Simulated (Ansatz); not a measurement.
CH6AlClSi (`[CH3][AlH][SiH2]Cl`), one more setting.

```yaml
crystal:
  periodic: [false, false, false]
  atoms:
    - {symbol: C, position_ang: [-1.596246, 0.512069, -0.875159]}
    - {symbol: Al, position_ang: [-0.597362, -0.666033, 0.310766]}
    - {symbol: Si, position_ang: [1.798050, -0.262177, 0.736661]}
    - {symbol: Cl, position_ang: [2.419720, 1.393870, -0.359811]}
    - {symbol: H, position_ang: [-0.972417, 1.290262, -1.319302]}
    - {symbol: H, position_ang: [-2.412629, 0.999637, -0.330912]}
    - {symbol: H, position_ang: [-2.063239, -0.058326, -1.685152]}
    - {symbol: H, position_ang: [-1.295190, -1.903441, 1.029296]}
    - {symbol: H, position_ang: [2.117336, 0.033307, 2.162346]}
    - {symbol: H, position_ang: [2.685078, -1.390368, 0.334266]}
basis:
  gaussian: {orbitals: def2-mTZVPP}
total_charge: -1
magnetization: {spin_polarized: true, initial_magnetization: 1}
hamiltonian: {xc: {name: BHLYP}, dispersion: d3bj}
output: {forces: true}
```

```sh
$ ansatz run in.yaml --threads 2 --pin off --events-out ev --progress --plain --max-ram 4352MiB
```

It prints (some lines left out):

```
Functional definition: BHLYP
1156 factors; integrals over basis functions are off by at most 8.7e-4 eV
mean field evaluation 1: about -28131.3788 eV, gradient 2.0e1 eV
mean field evaluation 2: about -28132.0035 eV, gradient 1.7e1 eV
mean field evaluation 4: about -28133.5129 eV, gradient 5.1e-1 eV
mean field evaluation 8: about -28133.5353 eV, gradient 1.7e-2 eV
mean field evaluation 16: about -28133.5353 eV, gradient 9.4e-5 eV
mean field -28133.53529790 eV, -1033.8883526027 hartree, gradient 2.4e-5 eV, S^2 0.754677; 2 other end points of the search recorded, 0 dependent functions left out
reference -28133.53551857 eV, -1033.8883607122 hartree; 29, 28 occupied and 96, 97 virtual orbitals, 1156 factors
Total energy: -28133.87776111 eV, -1033.9009378936 hartree
Atom 0 at    -1.596246     0.512069    -0.875159 Å, force    -0.746517     0.400207    -0.460005 eV/Å
Atom 1 at    -0.597362    -0.666033     0.310766 Å, force     0.755131    -0.369141     0.472845 eV/Å
Atom 2 at     1.798050    -0.262177     0.736661 Å, force    -1.565042    -1.089236     0.368115 eV/Å
Atom 3 at     2.419720     1.393870    -0.359811 Å, force     0.532294     0.691388    -0.368504 eV/Å
Atom 4 at    -0.972417     1.290262    -1.319302 Å, force    -0.120468    -0.141023     0.068483 eV/Å
Atom 5 at    -2.412629     0.999637    -0.330912 Å, force     0.211436     0.002710    -0.188690 eV/Å
Atom 6 at    -2.063239    -0.058326    -1.685152 Å, force     0.147071     0.211490     0.092642 eV/Å
Atom 7 at    -1.295190    -1.903441     1.029296 Å, force    -0.044157    -0.041016     0.018873 eV/Å
Atom 8 at     2.117336     0.033307     2.162346 Å, force     0.474471     0.039459    -0.174609 eV/Å
Atom 9 at     2.685078    -1.390368     0.334266 Å, force     0.355780     0.295162     0.170850 eV/Å
Dipole moment:     0.602906     0.494591    -0.187292 e Å
```

It took 11 s on 2 threads of an AMD EPYC on a shared host, with 0.37 GiB of host memory at the peak.
